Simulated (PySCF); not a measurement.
C₅H₁₄OSi₂.
Atom-mapped SMILES: `[CH3:1][CH2:2]/[C:3](=[CH:4]\[SiH3:5])[Si@@H:6]([CH3:7])[OH:8]` (hydrogens: H9, H10, H11 on C1; H12, H13 on C2; H14 on C4; H15, H16, H17 on Si5; H18 on Si6; H19, H20, H21 on C7; H22 on O8)

The same species was optimised twice, with GFN2-xTB and with PBE0-D3(BJ)/def2-SVP (PySCF), and the same property calculations (PySCF, gas phase) were run on both structures.

```json
{"coordinate": "Si6–O8 (Å)", "GFN2-xTB": "1.633", "PBE0-D3(BJ)/def2-SVP": "1.671", "change": "+0.038"}
{"coordinate": "Si6–C7 (Å)", "GFN2-xTB": "1.904", "PBE0-D3(BJ)/def2-SVP": "1.874", "change": "-0.030"}
{"coordinate": "C3=C4 (Å)", "GFN2-xTB": "1.335", "PBE0-D3(BJ)/def2-SVP": "1.349", "change": "+0.014"}
{"coordinate": "C3–Si6 (Å)", "GFN2-xTB": "1.901", "PBE0-D3(BJ)/def2-SVP": "1.894", "change": "-0.007"}
{"coordinate": "C2–C3 (Å)", "GFN2-xTB": "1.500", "PBE0-D3(BJ)/def2-SVP": "1.505", "change": "+0.005"}
{"coordinate": "C4–Si5 (Å)", "GFN2-xTB": "1.882", "PBE0-D3(BJ)/def2-SVP": "1.879", "change": "-0.003"}
{"coordinate": "C1–C2 (Å)", "GFN2-xTB": "1.527", "PBE0-D3(BJ)/def2-SVP": "1.527", "change": "0.000"}
{"coordinate": "C4–C3–Si6 (°)", "GFN2-xTB": "121.1", "PBE0-D3(BJ)/def2-SVP": "118.4", "change": "-2.7"}
{"coordinate": "C1–C2–C3 (°)", "GFN2-xTB": "111.1", "PBE0-D3(BJ)/def2-SVP": "112.9", "change": "+1.8"}
{"coordinate": "C3–C4–Si5 (°)", "GFN2-xTB": "127.9", "PBE0-D3(BJ)/def2-SVP": "126.1", "change": "-1.8"}
{"coordinate": "C2–C3–Si6 (°)", "GFN2-xTB": "117.3", "PBE0-D3(BJ)/def2-SVP": "118.9", "change": "+1.6"}
{"coordinate": "C2–C3–C4 (°)", "GFN2-xTB": "121.6", "PBE0-D3(BJ)/def2-SVP": "122.7", "change": "+1.1"}
{"coordinate": "C3–Si6–C7 (°)", "GFN2-xTB": "108.9", "PBE0-D3(BJ)/def2-SVP": "109.6", "change": "+0.7"}
{"coordinate": "C3–Si6–O8 (°)", "GFN2-xTB": "111.1", "PBE0-D3(BJ)/def2-SVP": "110.7", "change": "-0.4"}
{"coordinate": "C7–Si6–O8 (°)", "GFN2-xTB": "111.1", "PBE0-D3(BJ)/def2-SVP": "111.2", "change": "+0.1"}
{"coordinate": "C1–C2–C3–C4 (°)", "GFN2-xTB": "111", "PBE0-D3(BJ)/def2-SVP": "115", "change": "+4"}
{"coordinate": "C2–C3–Si6–C7 (°)", "GFN2-xTB": "104", "PBE0-D3(BJ)/def2-SVP": "98", "change": "-6"}
```

Rotational constants: A = 1740, B = 823.4, C = 668.8 MHz (GFN2-xTB) against A = 1697, B = 843.0, C = 665.4 MHz (PBE0-D3(BJ)/def2-SVP). Point groups within 0.08 Å: C1 and C1. Atoms that the bonding makes alike are paired by their places after alignment.

On the GFN2-xTB structure: HOMO (eV) -7.55 [PBE0/pcSseg-1]; LUMO (eV) -0.78 [PBE0/pcSseg-1]; dipole (D) 1.19 [PBE0/pcSseg-1]; GIAO shielding of C1 (ppm) 170.2 [PBE0/pcSseg-1]; GIAO shielding of C2 (ppm) 149.4 [PBE0/pcSseg-1]; GIAO shielding of C3 (ppm) 2.2 [PBE0/pcSseg-1]; GIAO shielding of C4 (ppm) 56.8 [PBE0/pcSseg-1]; GIAO shielding of Si5 (ppm) 441.4 [PBE0/pcSseg-1]; GIAO shielding of Si6 (ppm) 359.5 [PBE0/pcSseg-1]; GIAO shielding of C7 (ppm) 182.7 [PBE0/pcSseg-1]; GIAO shielding of O8 (ppm) 305.7 [PBE0/pcSseg-1].

What do these properties become on the PBE0-D3(BJ)/def2-SVP structure?

```json
{"property": "HOMO (eV)", "level": "PBE0/pcSseg-1", "on GFN2-xTB": "-7.55", "on PBE0-D3(BJ)/def2-SVP": "-7.60", "change": "-0.05"}
{"property": "LUMO (eV)", "level": "PBE0/pcSseg-1", "on GFN2-xTB": "-0.78", "on PBE0-D3(BJ)/def2-SVP": "-0.94", "change": "-0.16"}
{"property": "dipole (D)", "level": "PBE0/pcSseg-1", "on GFN2-xTB": "1.19", "on PBE0-D3(BJ)/def2-SVP": "1.35", "change": "+0.16"}
{"property": "energy, GFN2-xTB geometry as zero (kcal/mol)", "level": "PBE0/pcSseg-1", "on GFN2-xTB": "0.0", "on PBE0-D3(BJ)/def2-SVP": "-2.4", "change": "-2.4"}
{"property": "GIAO shielding of C1 (ppm)", "level": "PBE0/pcSseg-1", "on GFN2-xTB": "170.2", "on PBE0-D3(BJ)/def2-SVP": "168.8", "change": "-1.4"}
{"property": "GIAO shielding of C2 (ppm)", "level": "PBE0/pcSseg-1", "on GFN2-xTB": "149.4", "on PBE0-D3(BJ)/def2-SVP": "148.9", "change": "-0.5"}
{"property": "GIAO shielding of C3 (ppm)", "level": "PBE0/pcSseg-1", "on GFN2-xTB": "2.2", "on PBE0-D3(BJ)/def2-SVP": "-0.8", "change": "-3.0"}
{"property": "GIAO shielding of C4 (ppm)", "level": "PBE0/pcSseg-1", "on GFN2-xTB": "56.8", "on PBE0-D3(BJ)/def2-SVP": "52.2", "change": "-4.6"}
{"property": "GIAO shielding of Si5 (ppm)", "level": "PBE0/pcSseg-1", "on GFN2-xTB": "441.4", "on PBE0-D3(BJ)/def2-SVP": "438.7", "change": "-2.7"}
{"property": "GIAO shielding of Si6 (ppm)", "level": "PBE0/pcSseg-1", "on GFN2-xTB": "359.5", "on PBE0-D3(BJ)/def2-SVP": "357.4", "change": "-2.1"}
{"property": "GIAO shielding of C7 (ppm)", "level": "PBE0/pcSseg-1", "on GFN2-xTB": "182.7", "on PBE0-D3(BJ)/def2-SVP": "180.1", "change": "-2.6"}
{"property": "GIAO shielding of O8 (ppm)", "level": "PBE0/pcSseg-1", "on GFN2-xTB": "305.7", "on PBE0-D3(BJ)/def2-SVP": "304.8", "change": "-0.9"}
```

The heavy atoms differ by 0.063 Å rms after alignment. Among bonds between heavy atoms Si6–O8 changes most (+0.038 Å). Changes are differences of the printed values. Neither structure is proved a minimum here.

Conformer computed: `[CH3:1][CH2:2]/[C:3](=[CH:4]\[SiH3:5])[Si@@H:6]([CH3:7])[OH:8]`: C1–C2–C3–C4 115°, C2–C3–Si6–C7 98°, H–O8–Si6–C3 -53°.
